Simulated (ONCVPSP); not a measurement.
**P (Z = 15): from the effect back to the setting (ONCV)**

Base potential:

| Item | Value |
| --- | --- |
| Element | P (Z = 15) |
| Generator | ONCVPSP 4.0.1 |
| Type | optimised norm-conserving Vanderbilt (ONCV) |
| Functional | LDA (Perdew-Wang 92) |
| Relativity | non-relativistic |
| Frozen core | [Ne] |
| Valence charge | 5 |
| Reference configuration | 3s2 3p2.75 (charge +0.25) |
| Partial waves | 3s: rc 1.65 bohr, ncon 5, nbas 9, qcut 3.4 1/bohr, 3 projectors, debl 2.1 Ha; 3p: rc 1.95 bohr, ncon 5, nbas 9, qcut 4.1 1/bohr, 2 projectors, debl 2.5 Ha; d scattering state at 0.46 Ha: rc 2.10 bohr, ncon 5, nbas 8, qcut 4.9 1/bohr, 1 projector |
| Local potential | polynomial inside 1.40 bohr (lpopt 5, dvloc0 3 Ha) |
| Core correction | none |

Cutoffs, loose and tight: the cutoffs (Ha) at which the residual kinetic energy of the hardest occupied pseudo-wave falls to 1 and 0.1 mHa per electron. They do not see the model core or the augmentation charge, which bear on the density cutoff. Test errors are all-electron minus pseudo excitation energies from the reference, over the configurations 3s2 3p3; 3s2 3p2; 3s2 3p1; 3s1 3p4; variants that change the core or the reference have their own tests.

Only the s radius is moved (1 further runs of the sweep failed or gave no value and are left out):

```json
{"s radius (bohr)": "1.28", "cutoff, loose": "93 Ha", "cutoff, tight": "135 Ha", "bound ghosts": "s", "largest test error (meV)": "+25"}
{"s radius (bohr)": "1.7", "cutoff, loose": "40 Ha", "cutoff, tight": "72 Ha", "bound ghosts": "none", "largest test error (meV)": "+26"}
{"s radius (bohr)": "1.88", "cutoff, loose": "33 Ha", "cutoff, tight": "60 Ha", "bound ghosts": "none", "largest test error (meV)": "+29"}
{"s radius (bohr)": "2.02", "cutoff, loose": "25 Ha", "cutoff, tight": "52 Ha", "bound ghosts": "none", "largest test error (meV)": "+32"}
{"s radius (bohr)": "2.2", "cutoff, loose": "12 Ha", "cutoff, tight": "42 Ha", "bound ghosts": "none", "largest test error (meV)": "+38"}
{"s radius (bohr)": "2.4", "cutoff, loose": "6.0 Ha", "cutoff, tight": "33 Ha", "bound ghosts": "none", "largest test error (meV)": "+45"}
```

One more run gave cutoff, loose: 23 Ha; cutoff, tight: 76 Ha; bound ghosts: s; largest test error (meV): +24. Which value of the s radius was used?

1.46 bohr. The tight cutoff moves one way along this sweep, from 135 Ha at 1.28 to 33 Ha at 2.4 bohr, which places the run between 1.28 and 1.7 bohr.
